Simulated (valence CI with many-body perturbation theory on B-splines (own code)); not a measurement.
**Pt⁶⁵⁺: electric-dipole lines**

Computed by relativistic CI+MBPT: three valence electrons over a frozen Dirac-Fock core [Ne], radial functions for each j: 11 s, 11 p, 10 d, 8 f, 5 g, 2 h, with the one-electron correlation potential Σ1 (screened to all orders), the two-electron term Σ2, the three-electron term Σ3, Breit, model QED; selected single and double excitations, second order for the rest, scaled by the run's own slope (own B-spline code, finite nucleus).

No measured spectrum was set against this ion. As an estimate, large intervals hold to a few tenths of a per cent, small ones and those within an open d or f shell to about a per cent.

Lines 1 to 50 of 590 in falling wavelength, among levels below 30147 × 10³ cm⁻¹, chosen from the strongest by gf and those to the six lowest levels. Wavelengths and rates use the calculated energies. Electric multipoles are in the length gauge, E1 and E2 with the static RPA response of the core. Weak lines are less certain than strong ones. Lines between different terms over intervals too small for the method are left out, as are lines whose strength nearly cancels. The highest levels of a list are the least certain.

Levels are named by their leading jj configuration (3d3/2^4 stands for four electrons in 3d with j = 3/2), which in mixed levels can hold well under half, so a name can repeat and another be missing. Letters in brackets count levels of one name in rising energy.

```tsv
λ vac (Å)	Upper	Lower	A (s⁻¹)	S (a.u.) with core polarisation	S without
164.3	(3s 3p1/2 4p1/2) J=1/2 [a]	(3s 3p1/2 4s) J=1/2 [a]	1.24e+10	5.41e-02	5.43e-02
162.9	(3s 3p1/2 4p1/2) J=3/2	(3s 3p1/2 4s) J=3/2	8.05e+09	6.87e-02	6.89e-02
151.9	(3s^2 4p1/2) J=1/2	(3s^2 4s) J=1/2	1.66e+10	5.76e-02	5.78e-02
133.0	(3s 3p1/2 4p1/2) J=1/2 [b]	(3s 3p1/2 4s) J=3/2	2.19e+10	5.08e-02	5.10e-02
82.78	(3s 3p1/2 3p3/2) J=3/2 [a]	(3s^2 3p3/2) J=3/2	2.36e+09	2.64e-03	2.68e-03
79.17	(3p1/2 3p3/2 3d5/2) J=7/2 [b]	(3s 3p3/2 3d5/2) J=5/2 [b]	1.29e+10	2.54e-02	2.57e-02
78.09	(3p1/2 3p3/2 3d5/2) J=9/2	(3s 3p3/2 3d5/2) J=7/2 [b]	1.14e+10	2.68e-02	2.72e-02
78.06	(3p1/2 3d3/2 3d5/2) J=9/2	(3s 3d3/2 3d5/2) J=7/2 [b]	2.26e+10	5.31e-02	5.39e-02
74.39	(3p1/2 3d3/2 3d5/2) J=7/2 [a]	(3s 3d3/2 3d5/2) J=5/2 [a]	1.51e+10	2.45e-02	2.48e-02
74.27	(3p1/2 3d3/2 3d5/2) J=9/2	(3s 3d3/2 3d5/2) J=9/2	1.14e+10	2.31e-02	2.35e-02
73.18	(3s 3p1/2 3p3/2) J=5/2	(3s^2 3p3/2) J=3/2	1.65e+10	1.92e-02	1.95e-02
73.14	(3s 3p1/2 3d5/2) J=7/2	(3s^2 3d5/2) J=5/2	2.69e+10	4.16e-02	4.22e-02
72.13	(3p1/2 3d5/2^2) J=9/2	(3s 3d5/2^2) J=7/2	4.21e+10	7.80e-02	7.91e-02
70.77	(3p1/2 3d5/2^2) J=5/2	(3s 3d5/2^2) J=3/2	3.42e+10	3.59e-02	3.64e-02
69.83	(3s 3p1/2 3d3/2) J=3/2 [a]	(3s 3p1/2 3p3/2) J=3/2 [b]	3.07e+09	2.06e-03	2.10e-03
68.93	(3p1/2 3p3/2 3d5/2) J=9/2	(3s 3p3/2 3d5/2) J=7/2 [a]	1.47e+10	2.38e-02	2.42e-02
68.76	(3s 3p1/2 3d5/2) J=5/2 [b]	(3s^2 3d5/2) J=5/2	2.05e+10	1.97e-02	2.00e-02
67.86	(3s 3p1/2^2) J=1/2	(3s^2 3p1/2) J=1/2	4.46e+10	1.38e-02	1.40e-02
67.56	(3p1/2 3d3/2 3d5/2) J=5/2 [b]	(3s 3d3/2 3d5/2) J=5/2 [b]	2.28e+10	2.08e-02	2.11e-02
67.53	(3p1/2 3d5/2^2) J=1/2	(3s 3d5/2^2) J=1/2	7.02e+10	2.13e-02	2.16e-02
67.50	(3p1/2 3p3/2 3d3/2) J=7/2	(3s 3p3/2 3d3/2) J=7/2	2.11e+10	2.56e-02	2.60e-02
67.18	(3p1/2 3p3/2 3d5/2) J=5/2 [a]	(3s 3p3/2 3d5/2) J=3/2 [a]	3.16e+10	2.84e-02	2.88e-02
66.67	(3p1/2 3d3/2^2) J=3/2	(3s 3d3/2^2) J=5/2	3.54e+10	2.07e-02	2.10e-02
66.10	(3p1/2 3d5/2^2) J=3/2	(3s 3d5/2^2) J=5/2	5.14e+10	2.93e-02	2.98e-02
65.79	(3p1/2 3p3/2 3d5/2) J=3/2 [b]	(3s 3p3/2 3d5/2) J=1/2	3.37e+10	1.89e-02	1.92e-02
65.75	(3p1/2^2 3d5/2) J=5/2	(3s 3p1/2 3d5/2) J=3/2	4.20e+10	3.53e-02	3.58e-02
65.56	(3p1/2 3d3/2 3d5/2) J=7/2 [b]	(3s 3d3/2 3d5/2) J=7/2 [b]	1.77e+10	1.97e-02	2.00e-02
65.08	(3p1/2 3d5/2^2) J=5/2	(3s 3d5/2^2) J=5/2	3.91e+10	3.19e-02	3.24e-02
64.84	(3s 3p1/2 3p3/2) J=3/2 [b]	(3s^2 3p3/2) J=3/2	2.94e+10	1.58e-02	1.60e-02
64.83	(3p1/2 3d5/2^2) J=7/2	(3s 3d5/2^2) J=9/2	5.03e+10	5.41e-02	5.49e-02
64.79	(3s 3p1/2 3d3/2) J=3/2 [b]	(3s 3p1/2 3p3/2) J=3/2 [b]	3.52e+10	1.89e-02	1.92e-02
64.20	(3p1/2 3p3/2 3d5/2) J=3/2 [a]	(3s 3p3/2 3d5/2) J=5/2 [a]	4.66e+10	2.43e-02	2.47e-02
64.12	(3p1/2^2 3d5/2) J=5/2	(3s 3p1/2 3d5/2) J=5/2 [b]	4.20e+10	3.28e-02	3.33e-02
63.11	(3p1/2 3d5/2^2) J=9/2	(3s 3d5/2^2) J=9/2	3.42e+10	4.24e-02	4.30e-02
62.87	(3p1/2 3d3/2 3d5/2) J=7/2 [b]	(3s 3d3/2 3d5/2) J=9/2	5.29e+10	5.19e-02	5.26e-02
62.79	(3p1/2 3p3/2 3d5/2) J=5/2 [a]	(3s 3p3/2 3d5/2) J=5/2 [a]	3.23e+10	2.37e-02	2.40e-02
62.20	(3s 3p1/2 3d3/2) J=3/2 [a]	(3s 3p1/2 3p3/2) J=5/2	3.31e+10	1.57e-02	1.59e-02
62.05	(3p1/2 3p3/2^2) J=5/2	(3s 3p3/2^2) J=5/2	3.13e+10	2.22e-02	2.25e-02
61.61	(3p1/2 3p3/2 3d5/2) J=7/2 [b]	(3s 3p3/2 3d5/2) J=7/2 [a]	2.80e+10	2.59e-02	2.62e-02
61.25	(3s 3p1/2 3p3/2) J=1/2	(3s^2 3p3/2) J=3/2	3.67e+10	8.32e-03	8.45e-03
60.98	(3s 3p1/2 3d3/2) J=5/2	(3s 3p1/2 3p3/2) J=3/2 [b]	9.35e+09	6.28e-03	6.37e-03
60.95	(3p1/2^2 3d3/2) J=3/2	(3s 3p1/2 3d3/2) J=5/2	8.56e+10	3.83e-02	3.88e-02
60.90	(3p1/2 3p3/2 3d5/2) J=5/2 [b]	(3s 3p3/2 3d5/2) J=7/2 [a]	4.05e+10	2.71e-02	2.75e-02
60.73	(3p1/2^2 3d5/2) J=5/2	(3s 3p1/2 3d5/2) J=7/2	7.85e+10	5.20e-02	5.28e-02
60.53	(3p1/2 3p3/2 3d5/2) J=7/2 [a]	(3s 3p3/2 3d5/2) J=9/2	6.01e+10	5.26e-02	5.34e-02
60.29	(3p1/2 3p3/2^2) J=3/2	(3s 3p3/2^2) J=5/2	6.11e+10	2.64e-02	2.68e-02
59.77	(3p1/2 3p3/2 3d3/2) J=5/2 [a]	(3p1/2 3p3/2^2) J=5/2	3.16e+10	2.00e-02	2.03e-02
59.42	(3p1/2 3d3/2 3d5/2) J=5/2 [b]	(3s 3d3/2 3d5/2) J=7/2 [a]	3.06e+10	1.90e-02	1.93e-02
59.19	(3p1/2 3p3/2 3d3/2) J=5/2 [b]	(3s 3p3/2 3d3/2) J=7/2	6.79e+10	4.17e-02	4.23e-02
58.25	(3p1/2 3p3/2 3d5/2) J=9/2	(3s 3p3/2 3d5/2) J=9/2	4.29e+10	4.19e-02	4.25e-02
```
